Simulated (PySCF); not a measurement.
Species: C6H7O (doublet state).
Cartesian coordinates in Å at the GFN2-xTB level; atoms count from 1:
```
atom  x, y, z in Å
O1     1.810    0.957    1.295
C2     2.353    0.140    0.599
C3     1.756   -0.552   -0.557
C4     0.501   -0.381   -0.907
C5    -0.617    0.405   -0.514
C6    -2.025   -0.153   -0.562
C7    -1.378    0.071    0.760
H8     3.396   -0.177    0.795
H9     2.410   -1.230   -1.087
H10   -0.512    1.458   -0.761
H11   -2.142   -1.170   -0.905
H12   -2.816    0.512   -0.872
H13   -1.042   -0.785    1.325
H14   -1.694    0.904    1.368
```

The hyperfine couplings belong to this conformer and change with its torsions.

As a line formula: `O=C/C=[C]\C1CC1` [radical].

The calculation used UKS B3LYP, pcH-1 on C H O, non-relativistic, mean-field spin-orbit, GIAO (PySCF). Isolated species at its GFN2-xTB geometry (one conformer only). GFN2-xTB frequencies show an imaginary mode (36i cm⁻¹), so this geometry is no minimum at that level. The geometry wasn't refined by DFT: couplings that depend on bond lengths, twists or pyramidal angles can differ widely from those at the functional's own minimum. The SCF solution wasn't tested for stability.

Problem. Predict the first-order ENDOR lines of H9, H8, H10, H12/H14 and H11/H13 under fast tumbling at B = 348.2 mT (X band).

Solution. For S = 1/2 in fast tumbling each set of equivalent nuclei gives two lines, ν± = |νn ± a/2| to first order, with νn = g_N μN B/h and μN/h = 7.62259 MHz/T.

| nuclei | isotope | g_N | νn (MHz) | a_iso (MHz) | lower line (MHz) | upper line (MHz) |
| --- | --- | --- | --- | --- | --- | --- |
| H9 | 1H | 5.5857 | 14.83 | 86.64 | 28.50 | 58.15 |
| H8 | 1H | 5.5857 | 14.83 | 34.36 | 2.35 | 32.00 |
| H10 | 1H | 5.5857 | 14.83 | 24.87 | 2.39 | 27.26 |
| H12/H14 | 1H | 5.5857 | 14.83 | 7.00 | 11.33 | 18.32 |
| H11/H13 | 1H | 5.5857 | 14.83 | -4.04 | 12.81 | 16.85 |

Problem. Which pairs are centred on the nuclear Larmor frequency, and which on half the coupling?

Solution. Centred on νn, since |a| < 2νn: H10, H12/H14 and H11/H13. Centred on |a|/2 and split by 2νn: H9 and H8.

Means are taken over nuclei equivalent by connectivity, which assumes that they swap fast. The 1H value of +7.0 MHz is a mean of couplings from 3.6 to 10.4 MHz in this one geometry, not an average over conformers.

The run took 76 s of wall time (with the writing of density and orbital grids) on an Arm Neoverse N1 with one thread, shared host, and the process peaked at 0.97 GiB of memory.
